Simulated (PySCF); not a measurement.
**Nickel: a sound run and one with changed settings**

Sound run: Ni [Ar] 3d8 4s2, Ni⁺ [Ar] 3d9. Computed with PySCF 2.14 in Sapporo-DKH3-DZP-2012 (6s4p3d1f, 40 functions), with the spin-free X2C one-electron Hamiltonian (Gaussian nucleus). In the sound run the correlated levels freeze [Ar]. The sound run starts from symmetry-adapted Hartree-Fock orbitals and uses a fine grid where one is needed.

Changed run: initial guess atom, at most 50 SCF cycles.

| species | method | sound run (hartree) | changed run (hartree) | converged |
| --- | --- | --- | --- | --- |
| Ni | UHF | -1519.06272 | -1518.99939 | yes |
| Ni | LDA | -1517.75376 | -1517.67773 | no |
| Ni | M06-L | -1520.45937 | -1520.46744 | yes |
| Ni⁺ | UHF | -1518.76182 | -1518.76178 | yes |
| Ni⁺ | LDA | -1517.47577 | -1517.47419 | no |
| Ni⁺ | M06-L | -1520.16966 | -1520.16926 | yes |
| Ni⁺ | MP2 | -1519.07306 | -1519.07304 | yes |

The plain start fixes occupations by D2h representation alone, and Ni at UHF, Ni at M06-L landed in another state (other ⟨L²⟩ or ⟨S²⟩).
